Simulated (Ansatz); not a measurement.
Relaxation of CH9BSiSn (13 atoms, charge 0, multiplicity 1), to a largest force component of 0.02 eV/Å in at most 50 steps.

These are results of Ansatz 0.2.0, RKS BHLYP-D4/def2-SVP, not measurements.

```xyz
13
Properties=species:S:1:pos:R:3
Si -0.942 1.942 -0.778
B -0.704 0.524 0.457
C 0.722 -0.062 0.682
Sn 0.855 -2.116 0.116
H -1.909 1.538 -1.865
H -1.575 3.147 -0.076
H 0.317 2.388 -1.387
H -1.583 0.083 1.029
H 1.020 0.040 1.812
H 1.504 0.493 0.116
H 0.355 -2.254 -1.555
H -0.371 -3.000 1.094
H 2.332 -2.759 0.372
```

**Question.** Where does it end, and by what steps?

**Answer.** The forces met the threshold. After 12 steps the energy has fallen by 0.625 eV; H11 moved furthest, 0.64 Å.

```csv
step,energy less start (eV),largest force component (eV/Å),accepted
0,0.0000,2.305,yes
1,-0.3783,1.471,yes
2,-0.5274,0.536,yes
3,-0.5584,0.189,yes
4,-0.5730,0.115,yes
5,-0.5932,0.208,yes
6,-0.6092,0.216,yes
7,-0.6144,0.187,yes
8,-0.6184,0.129,yes
9,-0.6229,0.050,yes
10,-0.6238,0.069,yes
11,-0.6244,0.033,yes
12,-0.6245,0.006,yes
```

```xyz
13
Properties=species:S:1:pos:R:3
Si -0.931 1.730 -0.913
B -0.595 0.584 0.718
C 0.776 0.024 1.064
Sn 0.690 -1.891 -0.041
H -1.985 1.146 -1.786
H -1.401 3.079 -0.499
H 0.288 1.915 -1.746
H -1.538 0.271 1.399
H 0.952 -0.300 2.093
H 1.656 0.509 0.638
H 0.203 -1.642 -1.655
H -0.377 -2.961 0.742
H 2.281 -2.498 0.001
```

Whether the end is a true minimum wasn't checked by a vibrational analysis.

Run time: 62 s on 2 threads of Arm Neoverse V1 (shared host), peak memory 0.29 GiB.
